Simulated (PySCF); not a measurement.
Input file for PySCF: R-MP2/6-31G* on Si2H6 (SMILES [SiH3][SiH3]) with ghost functions.

```python
from pyscf import gto, scf, dft, mp
from pyscf.data.elements import chemcore

mol = gto.M(
    atom='''
    Si    1.25084799   -0.13110778    3.68506150
    Si   -0.98875350    0.56821351    3.52858969
    H     2.09813491    0.58716067    2.70332862
    H     1.36843146   -1.58798144    3.44477564
    H     1.78008701    0.16021978    5.04220454
    H    -1.47700881    1.03653972    4.85103663
    H    -1.86761891   -0.53863766    3.08228289
    H    -1.12509659    1.69242701    2.57033655
    ghost-S    0.11707214   -0.62044738    0.19740103
    ghost-H    0.56597115    0.62354368   -0.03293470
    ghost-H   -1.16582462   -0.24740611    0.06577021
    ''',
    basis='6-31g*',
    cart=True,
    charge=0, spin=0, verbose=3, max_memory=1800)
mf = scf.RHF(mol)
mf.conv_tol = 1e-8
mf.max_cycle = 100
mf.kernel()
if not mf.converged:
    mf = mf.newton().run(mf.mo_coeff, mf.mo_occ)
pt = mp.MP2(mf, frozen=chemcore(mol)).run()
```

Output:

```
converged SCF energy = -581.303861841972
E(RMP2) = -581.463754539085  E_corr = -0.159892697112915
E(SCS-RMP2) = -581.475766218636  E_corr = -0.171904376664109
```

Self-consistency was reached.

Cost: very roughly 1.6 core-seconds.
